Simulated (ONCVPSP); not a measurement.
**tungsten, ONCV: configuration errors across variants**

ONCVPSP 4.0.1 input, shortened (lines: element, Z, core and valence counts, functional; n l f; lmax; l rc ep ncon nbas qcut; lloc lpopt rc5 dvloc0; l nproj debl; icmod fcfact rcfact), PW91, fully relativistic:

```
  W 74.00   10    4  -109134      upf
    1    0    2.00
    2    0    2.00
    2    1    6.00
    3    0    2.00
    3    1    6.00
    3    2   10.00
    4    0    2.00
    4    1    6.00
    4    2   10.00
    4    3   14.00
    5    0    2.00
    5    1    6.00
    5    2    4.00
    6    0    2.00
    2
    0    1.75    0.00    5   10    6.40
    1    1.70    0.00    5    9    8.70
    2    2.65    0.00    4    8    6.20
    4    5    1.65    3.00
    0    2    3.00
    1    2    1.80
    2    2    3.20
    3    2.00    1.10
```

Open shells are filled in proportion to 2j + 1.

All-electron excitation energies from the reference (eV): (1) 5s2 5p6 5d4 6s1 8.952; (2) 5s2 5p6 5d4 6s0 24.702; (3) 5s2 5p6 5d3 6s0 50.151.

2 further variants failed, have other tests or too few solved ones, and are left out.

A true bound ghost makes a file unfit for plane-wave use even where its test errors are small: the radial tests pick states by their node count and pass the ghost by.

Errors AE − PS in meV (a dash: test not solved or not reliable):

```tsv
change	(1)	(2)	(3)	bound ghosts	GHOST(+) flags above zero
base	+0.6	+3.3	+5.1	p1/2	p3/2
p: qcut 5.4	+0.7	+3.6	+6.3	none	none
p: qcut 8	+0.6	+3.4	+5.4	none	p1/2
p: qcut 9.6	+0.7	+3.7	+5.0	none	p3/2, p1/2
```

Question: Give the same row for: p: qcut 6.7.

Answer: +0.6, +3.5, +5.9; bound ghosts: none; GHOST(+) flags above zero: none.
